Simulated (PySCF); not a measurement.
# `[SeH2]`, H$_{2}$Se

Molfile (atoms numbered from 1):
```
H2Se
     RDKit          3D

  3  2  0  0  0  0  0  0  0  0999 V2000
   -0.0082    0.6853   -0.0347 Se  0  0  0  0  0  2  0  0  0  0  0  0
   -1.0596   -0.3414   -0.0423 H   0  0  0  0  0  0  0  0  0  0  0  0
    1.0415   -0.3433   -0.0324 H   0  0  0  0  0  0  0  0  0  0  0  0
  1  2  1  0
  1  3  1  0
M  END
```

Theory: GIAO B3LYP/def2-SVPD magnetisability, rotational g tensor and spin-rotation constants, non-relativistic, gas phase in PySCF. Geometry: PBE0-D3(BJ)/def2-SVP.

The calculation is non-relativistic, which matters for the atoms heavier than Zn.

Question: What are the magnetisability and the molar susceptibility?

Answer: Isotropic -615 × 10⁻³⁰ J/T², or -37.0 × 10⁻⁶ cm³/mol; principal values -653, -604, -588 × 10⁻³⁰ J/T², anisotropy 59 × 10⁻³⁰ J/T² (root of half the summed squared differences of the principal values). The susceptibility is in cgs units.

Question: Split it along the inertial axes a, b, c into diamagnetic and paramagnetic parts about the centre of mass, with the quadrupole moment.

Answer: 
| axis | χ (10⁻⁶ cm³/mol) | diamagnetic (10⁻⁶ cm³/mol) | paramagnetic (10⁻⁶ cm³/mol) | summed x² of all electrons (Å²) | quadrupole Θ (D Å) |
| --- | --- | --- | --- | --- | --- |
| a | -39.3 | -45.2 | 5.9 | 5.9 | +2.99 |
| b | -36.4 | -45.0 | 8.6 | 5.9 | +1.34 |
| c | -35.4 | -50.2 | 14.9 | 4.7 | -4.34 |

Anisotropies 2χaa − χbb − χcc = -6.9 and 2χbb − χaa − χcc = +2.0 × 10⁻⁶ cm³/mol. Θ is traceless in Buckingham's convention.

Question: And the rotational g tensor?

Answer: 
| axis | rotational constant (GHz) | g | nuclear part | electronic part |
| --- | --- | --- | --- | --- |
| a | 243.4229 | +0.3146 | 0.9854 | -0.6708 |
| b | 227.1833 | +0.0818 | 0.9995 | -0.9176 |
| c | 117.5115 | +0.1719 | 0.9927 | -0.8208 |

Asymmetric top; isotopes 1H, 80Se; no vibrational averaging.
